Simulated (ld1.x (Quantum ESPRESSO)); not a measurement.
An all-electron radial function and its pseudo partner (hydrogen)

Columns: radius, all-electron u(r) and pseudo u(r) of the 1s shell (level -6.36 eV) of hydrogen in the configuration 1s1; LDA (PZ), scalar-relativistic, TM scheme, ld1.x (Quantum ESPRESSO) 7.5.

| r (bohr) | all-electron | pseudo |
| --- | --- | --- |
| 0.038 | 0.0677 | 0.0596 |
| 0.075 | 0.1288 | 0.1168 |
| 0.113 | 0.1869 | 0.1742 |
| 0.150 | 0.2390 | 0.2279 |
| 0.188 | 0.2884 | 0.2802 |
| 0.225 | 0.3326 | 0.3278 |
| 0.263 | 0.3743 | 0.3728 |
| 0.300 | 0.4115 | 0.4127 |
| 0.338 | 0.4464 | 0.4496 |
| 0.375 | 0.4774 | 0.4815 |
| 0.413 | 0.5063 | 0.5105 |
| 0.450 | 0.5318 | 0.5355 |
| 0.488 | 0.5555 | 0.5582 |
| 0.525 | 0.5762 | 0.5780 |
| 0.563 | 0.5953 | 0.5962 |
| 0.600 | 0.6118 | 0.6122 |
| 0.638 | 0.6268 | 0.6269 |
| 0.675 | 0.6397 | 0.6397 |
| 0.713 | 0.6512 | 0.6512 |
| 0.750 | 0.6609 | 0.6609 |
| 0.788 | 0.6693 | 0.6693 |
| 0.825 | 0.6762 | 0.6762 |
| 0.863 | 0.6819 | 0.6819 |
| 0.900 | 0.6864 | 0.6864 |
| 0.938 | 0.6899 | 0.6899 |
| 0.975 | 0.6922 | 0.6922 |

**Question.** How many radial nodes do the two functions have?

**Answer.** The all-electron 1s function has n − l − 1 = 0; the pseudo-wave has 0.

**Question.** At about which radius was the pseudo-wave matched?

**Answer.** 0.75 bohr. The columns agree to 0.0005 from 0.60 bohr on; several derivatives are matched, so the curves merge somewhat inside the radius.

**Question.** Is the pseudo-wave norm-conserving?

**Answer.** Yes: the TM scheme keeps the norm inside the radius equal to the all-electron one, which fixes the energy derivative of the logarithmic derivative at the level.
